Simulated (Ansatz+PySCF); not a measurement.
A calculation with Ansatz (development build ahead of 0.2.0).

```yaml
crystal:
  periodic: [false, false, false]
  atoms:
    - { symbol: H, position_ang: [1.3, 0.0, 0.0] }
    - { symbol: H, position_ang: [1.05172, 0.76412, 0.0] }
    - { symbol: H, position_ang: [0.40172, 1.23637, 0.0] }
    - { symbol: H, position_ang: [-0.40172, 1.23637, 0.0] }
    - { symbol: H, position_ang: [-1.05172, 0.76412, 0.0] }
    - { symbol: H, position_ang: [-1.3, 0.0, 0.0] }
    - { symbol: H, position_ang: [-1.05172, -0.76412, 0.0] }
    - { symbol: H, position_ang: [-0.40172, -1.23637, 0.0] }
    - { symbol: H, position_ang: [0.40172, -1.23637, 0.0] }
    - { symbol: H, position_ang: [1.05172, -0.76412, 0.0] }
basis:
  gaussian: { orbitals: "6-31G" }
hamiltonian:
  xc: hf
correlation:
  method: mp2
  frozen_orbitals: { H: 0 }
output:
  forces: true
```

The input is written out in the form of the current development build from the run's settings.

Results

```
Converged          : yes
Reference energy   : -5.25897 hartree
Correlation energy : -0.12050 hartree
Total energy       : -5.37948 hartree
```

Forces (eV/Å):
```tsv
atom	Fx	Fy	Fz
H1	2.790	0.000	0.000
H2	2.257	1.640	0.000
H3	0.862	2.653	0.000
H4	-0.862	2.653	0.000
H5	-2.257	1.640	0.000
H6	-2.790	0.000	0.000
H7	-2.257	-1.640	0.000
H8	-0.862	-2.653	0.000
H9	0.862	-2.653	0.000
H10	2.257	-1.640	0.000
```
